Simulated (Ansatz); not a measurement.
`O=C[Te][SiH2][AlH2]`. Total charge 0; spin multiplicity 1. Te takes the def2 core potential.

Cartesian coordinates in Å:
```
O 0.440 1.537 2.758
C 0.324 0.777 1.861
Te 1.321 1.058 -0.066
Si 0.557 -1.289 -0.923
Al -1.194 0.330 -1.223
H -0.295 -0.140 1.894
H 1.606 -1.597 -1.930
H 0.763 -2.167 0.263
H -2.198 0.454 -0.001
H -1.323 1.035 -2.632
```

Problem. What are the harmonic wavenumbers in cm⁻¹ at PBE0-D4/def2-TZVP (Ansatz, finite differences of forces, unscaled)? (Best estimate.)

Solution. The calculation gave: 47, 79, 109, 142, 251, 263, 301, 374, 411, 471, 510, 545, 590, 626, 716, 855, 920, 1308, 1842, 1913, 1944, 2199, 2225, 2942.

Problem. Is this a minimum?

Solution. Yes, all 24 modes are real.

Problem. Give the ideal-gas thermochemistry at 298.15 K and 1 bar (rigid rotor, harmonic oscillator; point group C1, symmetry number 1).

Solution. Zero-point energy 129.1 kJ/mol; H(298) − E = 155.3 kJ/mol; entropy 402.8 J/(mol·K), of which translation 175.9, rotation 121.8, vibration 105.1; G(298) − E = 35.2 kJ/mol. Modes under 100 cm⁻¹ are hindered rotations or soft bends, so the harmonic entropy is rough.

Problem. And at 400, 500, 600, 800 and 1000 K?

Solution. 
```csv
T (K),H − E (kJ/mol),S (J/mol/K),G − E (kJ/mol)
400,169.7,444.2,-8.0
500,185.3,479.0,-54.2
600,202.0,509.5,-103.7
800,238.1,561.3,-210.9
1000,276.8,604.4,-327.6
```
